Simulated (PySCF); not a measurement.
Si(H)2(F)(OEt) (C₂H₇FOSi), SMILES CCO[SiH2]F.

Geometry: B3LYP-D3(BJ)/def2-SVP. One conformer was computed; it need not be the lowest.

Vertical ionisation energy (IE) and electron affinity (EA) in eV. Rows of orbital energies are one-electron estimates. Where ΔSCF, EOM or ADC give a negative EA the extra electron is unbound and the value depends on the basis.

```tsv
level	IE	EA
−ε(HOMO), −ε(LUMO), M06-2X/def2-TZVP (PySCF)	10.11	-1.43
−ε(HOMO), −ε(LUMO), PBE/def2-TZVP (PySCF)	…	…
```

Q: What belongs in the gaps? (The exact figures need the calculation; the answer reports its results.)

A: 
- −ε(HOMO), −ε(LUMO), PBE/def2-TZVP (PySCF), IE: 7.04
- −ε(HOMO), −ε(LUMO), PBE/def2-TZVP (PySCF), EA: 0.18
